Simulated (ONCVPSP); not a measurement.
rhodium, ONCV: configuration errors across variants

ONCVPSP 4.0.1 input, shortened (lines: element, Z, core and valence counts, functional; n l f; lmax; l rc ep ncon nbas qcut; lloc lpopt rc5 dvloc0; l nproj debl; icmod fcfact rcfact), PBEsol, scalar-relativistic:

```
  Rh 45.00    6    4  -116133      upf
    1    0    2.00
    2    0    2.00
    2    1    6.00
    3    0    2.00
    3    1    6.00
    3    2   10.00
    4    0    2.00
    4    1    6.00
    4    2    8.00
    5    0    1.00
    2
    0    1.35    0.00    4    7    7.20
    1    1.35    0.00    4    7   11.50
    2    1.40    0.00    4    7    8.10
    4    3    1.20    0.00
    0    2    2.50
    1    2    2.80
    2    1    3.60
    2    0.60    0.75
```

All-electron excitation energies from the reference (eV): (1) 4s2 4p6 4d8 5s0 7.462; (2) 4s2 4p6 4d7 5s0 26.972; (3) 4s2 4p6 4d6 5s0 59.465; (4) 4s2 4p6 4d9 5s0 -0.913.

Errors AE − PS in meV (a dash: test not solved or not reliable):

```csv
change,(1),(2),(3),(4),bound ghosts,GHOST(+) flags above zero
base,-1.6,-1.9,-0.6,-2.2,none,s
p: rc 1.62,-1.6,-1.8,0.0,-2.3,none,s
s: qcut 9,-1.3,-1.8,-0.5,-1.8,none,none
"core correction Teter function fitted to the true core (icmod 2), fcfact 0.96",-1.6,-1.9,-0.7,-2.2,none,s
s: qcut 9.5; p: qcut 15.2; d: qcut 10.7,-1.3,-1.6,-0.3,-1.5,none,s
"core correction Teter function fitted to the true core (icmod 2), fcfact 0.25",-1.6,-1.9,-0.6,-2.1,none,s
d: rc 1.68,-1.5,-2.5,-1.5,-2.2,none,s
```

Task: Give the same row for: all radii but the core radius scaled by about 1.18 (s 1.60, p 1.60, d 1.64 bohr); local potential polynomial inside 1.42 bohr (lpopt 3, dvloc0 0 Ha).

Result: -2.0, -3.6, -5.1, -3.1; bound ghosts: none; GHOST(+) flags above zero: s.
